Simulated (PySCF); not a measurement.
## Electronic structure of Tc⁺ (technetium, charge +1) at the UHF level

Configuration: [Kr] 4d4 5s1 6s1, high-spin 7D determinant (an excited configuration). Calculation: PySCF 2.14, in aug-cc-pVTZ-DK; the spin-free X2C one-electron Hamiltonian (Gaussian nucleus).

```json
{"Total energy": "-4282.222600 hartree", "One-electron energy": "-5879.5570 hartree", "Hartree (Coulomb) energy": "1724.3974 hartree", "Exchange energy": "-127.0630 hartree", "⟨S²⟩": "12.0030", "⟨L²⟩": "6.032", "Sum of ⟨r⟩": "33.27 bohr", "Sum of ⟨r²⟩": "85.81 bohr²", "Traceless quadrupole moment −½Σ⟨3z² − r²⟩ along its main axis": "0.567 e·bohr²", "Langevin diamagnetic susceptibility": "-68.0 ×10⁻⁶ cm³/mol"}
```

| shell | electrons | mean orbital energy (eV) | spread (eV) | rms radius, mean of both spins (bohr) |
| --- | --- | --- | --- | --- |
| 1s α | 1 | -21173.9 | 0 | 0.0394 |
| 1s β | 1 | -21173.8 | 0 | 0.0394 |
| 2s α | 1 | -3113.6 | 0 | 0.162 |
| 2s β | 1 | -3112.5 | 0 | 0.162 |
| 2p α | 3 | -2782.8 | 0.026 | 0.144 |
| 2p β | 3 | -2781.8 | 0.268 | 0.144 |
| 3s α | 1 | -589.75 | 0 | 0.442 |
| 3s β | 1 | -589.01 | 0 | 0.442 |
| 3p α | 3 | -477.97 | 0.358 | 0.446 |
| 3p β | 3 | -477.24 | 0.559 | 0.446 |
| 3d α | 5 | -297.22 | 1.104 | 0.435 |
| 3d β | 5 | -295.69 | 0.645 | 0.435 |
| 4s α | 1 | -109.09 | 0 | 1.12 |
| 4s β | 1 | -102.35 | 0 | 1.12 |
| 4p α | 3 | -75.882 | 1.083 | 1.25 |
| 4p β | 3 | -67.499 | 1.551 | 1.25 |
| 4d α | 4 | -29.012 | 1.352 | 1.67 |
| 5s α | 1 | -19.076 | 0 | 2.95 |
| 6s α | 1 | -6.289 | 0 | 7.10 |

The outer electron is Rydberg-like, and this basis confines it to a smaller radius and binds it less than a complete one would.

Densities and radii are taken from the X2C orbitals without a picture-change correction, which distorts them close to the nucleus.

Spin-orbit constants ζ (cm⁻¹) from the X2C one-electron operator on these orbitals: bare nucleus, nucleus screened by l(l+1)(2l+1)/3 electrons, and screened by the Breit-Pauli mean field of the electrons.

```json
{"shell": "2p", "bare": "643300", "screened nucleus": "613400", "mean field": "n/a"}
{"shell": "3p", "bare": "108800", "screened nucleus": "103700", "mean field": "n/a"}
{"shell": "3d", "bare": "15500", "screened nucleus": "11900", "mean field": "n/a"}
{"shell": "4p", "bare": "15050", "screened nucleus": "14350", "mean field": "n/a"}
{"shell": "4d", "bare": "1322", "screened nucleus": "1014", "mean field": "n/a"}
```

To first order the Landé constant is A = 169.0 cm⁻¹, so the lowest level has J = 1 and lies 0.168 eV below the centre of the term. This holds in LS coupling only.
